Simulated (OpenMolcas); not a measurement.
**3d ions of charge +2 along the row**

```json
{
  "Program": "OpenMolcas 26.06",
  "Method": "CASSCF",
  "Basis": "ANO-R3",
  "Scalar Hamiltonian": "X2C, finite nucleus",
  "Spin-orbit coupling": "state interaction with AMFI integrals over the reference wave functions, term energies averaged over their components"
}
```

Active space: the 3d shell.

B and C come from two terms' centres of gravity (d2, d8: 3P = 15B, 1G = 12B + 2C; d3, d7: 4P = 15B, 2G = 4B + 3C; d4, d6: 3G = 9B + 4C, 3H = 4B + 4C; d5: 4D = 17B + 5C, 4G = 10B + 5C, above the ground term), where all their levels are at least 80 % pure. ζ = ±2S·A comes from the whole width of the ground multiplet by E(J) = (A/2) J(J+1), where its levels are at least 85 % pure. Energies in cm-1.

```csv
Ion,Configuration,Lowest level,Weight (%),B,B measured,C,C measured,ζ,ζ measured
Ti2+,3d2,3F2,100,896,695,3226,2910,128,120
V2+,3d3,4F 3/2,100,978,755,3625,2910,182,167
Cr2+,3d4,5D0,100,1047,691,3900,3575,249,230
Mn2+,3d5,6S 5/2,100,1124,,4197,,,
Fe2+,3d6,5D4,100,1206,917,4379,4040,418,411
Co2+,3d7,4F 9/2,100,1252,971,4636,4209,534,533
Ni2+,3d8,3F4,100,1332,1056,4801,4723,655,648
```

Measured columns use the levels in Corliss and Sugar, J. Phys. Chem. Ref. Data 8, 1 (1979) (Ti2+); Sugar and Corliss, J. Phys. Chem. Ref. Data 7, 1191 (1978) (V2+); Sugar and Corliss, J. Phys. Chem. Ref. Data 6, 317 (1977) (Cr2+); Corliss and Sugar, J. Phys. Chem. Ref. Data 11, 135 (1982) (Fe2+); Sugar and Corliss, J. Phys. Chem. Ref. Data 10, 1097 (1981) (Co2+); Corliss and Sugar, J. Phys. Chem. Ref. Data 10, 197 (1981) (Ni2+).

The computed B goes from 896 (Ti2+) to 1332 cm-1 (Ni2+), a factor of 1.49, rising at every step. It departs from the measured column by +26 to +52 %. The Trees term is left out, which lowers the B read from the levels of every ion, most for d4 to d6. The pair of terms that fixes B changes along the row, so steps between ions also reflect that choice.

The computed ζ goes from 128 (Ti2+) to 655 cm-1 (Ni2+), a factor of 5.12, rising at every step. It departs from the measured column by 0 to +9 %.

Without dynamic correlation excited terms often stand tens of per cent too high (terms of higher spin than the ground term too low), and those without a measured partner can miss by more than the paired ones. Some levels mix across a computed gap that differs much from the measured one, so their mixing is not that of the real levels (holds for V2+; Mn2+; Ni2+). Computed and measured levels are paired by configuration, term and J; levels that our copy of the source lacks, or whose pairing is in doubt (as where it misses far off the trend of its configuration), stay unpaired and out of the deviations. Only configurations of the active space appear.
